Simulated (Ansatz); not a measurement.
The cluster GaAs₂. The state is a doublet with charge 0. Geometry r2SCAN-D4/def2-TZVP.

```xyz
3

Ga   -1.213   -0.663    0.109
As    0.225    1.155    0.694
As    0.988   -0.493   -0.804
```

At BLYP-D4/def2-TZVP the gap within one spin of the charge 0 doublet nearly closes, so an electron or hole may be smeared out by delocalisation error. Another isomer (doublet) lies 0.56 eV lower at PBE0-D4/def2-TZVP; other spin states weren't run for this one.

Task: Estimate the α-spin orbital energies around the gap (eV) in Ansatz with PBE-D4/def2-TZVP, BLYP-D4/def2-TZVP, r2SCAN-D4/def2-TZVP, PBE0-D4/def2-TZVP, BHLYP-D4/def2-TZVP.

Result: 
```csv
orbital,PBE-D4/def2-TZVP,BLYP-D4/def2-TZVP,r2SCAN-D4/def2-TZVP,PBE0-D4/def2-TZVP,BHLYP-D4/def2-TZVP
HOMO−5,-12.50,-12.38,-12.98,-14.03,-15.44
HOMO−4,-9.50,-9.29,-9.92,-10.83,-11.92
HOMO−3,-6.82,-6.61,-7.14,-7.82,-8.62
HOMO−2,-6.67,-6.43,-6.93,-7.47,-8.05
HOMO−1,-5.46,-5.21,-5.88,-6.46,-7.24
HOMO,-5.07,-4.85,-5.29,-6.01,-6.71
LUMO,-3.91,-3.74,-3.96,-3.19,-2.31
LUMO+1,-2.22,-2.02,-2.16,-1.53,-0.66
LUMO+2,-0.87,-0.76,-0.67,-0.07,0.81
LUMO+3,-0.36,-0.18,-0.17,0.25,1.02
LUMO+4,0.26,0.41,0.70,0.93,1.70
LUMO+5,2.31,2.47,2.82,3.09,3.99
β HOMO,-4.83,-4.63,-5.05,-5.67,-6.34
β LUMO,-4.59,-4.54,-4.36,-3.83,-3.07
```
